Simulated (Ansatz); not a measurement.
Two members of one family (GaH3 adduct), computed with Ansatz in the gas phase. The two geometries come from different levels. Binding counts from free atoms in the multiplicity of their measured ground term, without zero-point energy. The structures are stationary points that may keep the symmetry of their start.

First: Ga(H2O)H3 (singlet, charge 0, r2SCAN-D4/def2-TZVP geometry).

Cartesian coordinates in Å:
```
Ga -0.805 -0.449 -0.293
O 0.838 0.839 0.344
H 1.590 0.725 -0.251
H 1.143 0.564 1.219
H -1.757 -0.107 0.905
H 0.009 -1.796 -0.232
H -1.018 0.223 -1.692
```

| level | HOMO (eV) | LUMO (eV) | gap (eV) | binding per atom (eV) |
| --- | --- | --- | --- | --- |
| PBE-D4/def2-SVP | -6.38 | -1.18 | 5.20 | 2.71 |
| PBE-D4/def2-TZVP | -6.47 | -1.52 | 4.95 | 2.70 |
| BLYP-D4/def2-TZVP | -6.38 | -1.55 | 4.83 | 2.69 |
| PBE0-D4/def2-SVP | -7.67 | -0.29 | 7.38 | 2.68 |
| HSE06-D4/def2-TZVP | -7.33 | -1.02 | 6.31 | 2.67 |

Second: Ga(H2S)H3 (singlet, charge 0, PBE0-D4/def2-TZVP geometry).

```
atom   x (Å)   y (Å)   z (Å)
 Ga1  -0.883   0.295   0.636
  S2   1.464  -0.118  -0.392
  H3   1.302  -1.417  -0.696
  H4   1.184   0.275  -1.645
  H5  -0.585  -0.495   1.964
  H6  -1.729  -0.406  -0.495
  H7  -0.754   1.864   0.628
```

Task: Estimate the same table for the second.

Result: 
```
             level  HOMO (eV)  LUMO (eV)  gap (eV)  binding per atom (eV)
   PBE-D4/def2-SVP      -6.55      -1.02      5.53                   2.38
  PBE-D4/def2-TZVP      -6.64      -1.47      5.17                   2.39
 BLYP-D4/def2-TZVP      -6.55      -1.39      5.16                   2.38
  PBE0-D4/def2-SVP      -7.83      -0.07      7.75                   2.38
HSE06-D4/def2-TZVP      -7.48      -0.84      6.65                   2.38
```
